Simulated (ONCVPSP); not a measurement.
Configuration tests for Au (Z = 79) (ONCV)

ONCVPSP 4.0.1 input, shortened (lines: element, Z, core and valence counts, functional; n l f; lmax; l rc ep ncon nbas qcut; lloc lpopt rc5 dvloc0; l nproj debl; icmod fcfact rcfact), PBE, scalar-relativistic:

```
  Au 79.00   10    3        4      upf
    1    0    2.00
    2    0    2.00
    2    1    6.00
    3    0    2.00
    3    1    6.00
    3    2   10.00
    4    0    2.00
    4    1    6.00
    4    2   10.00
    4    3   14.00
    5    0    2.00
    5    1    6.00
    5    2   10.00
    2
    0    1.05    0.00    3    6    4.90
    1    1.20    0.00    3    6    6.60
    2    1.05    0.00    3    7   10.10
    2    5    1.05    0.00
    0    2    1.20
    1    1    3.20
    2    0    1.80
    0    0.00    0.00
```

In the s channel the program set the typed energies aside and used -4.295, 0.250 Ha.

Energies are relative to the spin-unpolarised reference configuration 5s2 5p6 5d10; without spin polarisation the order of configurations can differ from experiment.

```tsv
valence configuration	charge	ΔE all-electron (eV)	error AE − PS (meV)
5s2 5p6 5d10 6s1	0	-9.409	+2.9
5s2 5p6 5d9	+2	21.208	-1.9
5s2 5p6 5d8	+3	55.086	-9.5
```

Question: What are ΔE and the potential's error for 5s2 5p6 5d10 6p1?

Answer: ΔE = -4.160 eV all-electron; the error (AE − PS) is -100 meV.
